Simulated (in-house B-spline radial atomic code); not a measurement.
Ionisation energies with and without relativity, with size and susceptibility from the Dirac run. Dirac energy differences include first-order Breit, QED and recoil terms. NIST's values go from ground level to ground level; the uncertainty of those that are theory runs from under 0.1 % in few-electron ions to several per cent in heavy many-electron ones. Computed with a radial B-spline atomic code at the basis-set limit: non-relativistic Hartree-Fock and Dirac-Hartree-Fock, averages of the configuration (point nuclei without relativity, finite nuclei with it).

```csv
ion,configuration,configuration after,ionisation non-relativistic (eV),ionisation Dirac Breit and QED (eV),tabulated value (eV),tabulated kind,radius at density 0.001 (bohr),diamagnetic susceptibility (10⁻⁶ cm³/mol)
P2+,[Ne] 3s2 3p1,[Ne] 3s2,29.43,29.42,30.20264,measured,3.478,-11.138
S2+,[Ne] 3s2 3p2,[Ne] 3s2 3p1,33.31,33.30,34.86,semi-empirical,3.402,-11.981
Cl2+,[Ne] 3s2 3p3,[Ne] 3s2 3p2,37.29,37.28,39.8,semi-empirical,3.298,-12.344
Ar2+,[Ne] 3s2 3p4,[Ne] 3s2 3p3,41.38,41.37,40.735,semi-empirical,3.188,-12.43
K2+,[Ne] 3s2 3p5,[Ne] 3s2 3p4,45.59,45.58,45.8031,semi-empirical,3.079,-12.352
Ca2+,[Ne] 3s2 3p6,[Ne] 3s2 3p5,49.91,49.91,50.91316,measured,2.976,-12.174
Sc2+,[Ar] 3d1,[Ne] 3s2 3p6,23.88,23.74,24.75684,measured,3.081,-12.843
Ti2+,[Ar] 3d2,[Ar] 3d1,25.67,25.52,27.49171,measured,3.107,-13.074
V2+,[Ar] 3d3,[Ar] 3d2,27.34,27.18,29.3111,measured,3.092,-13.089
Cr2+,[Ar] 3d4,[Ar] 3d3,28.94,28.75,30.959,measured,3.058,-12.988
```
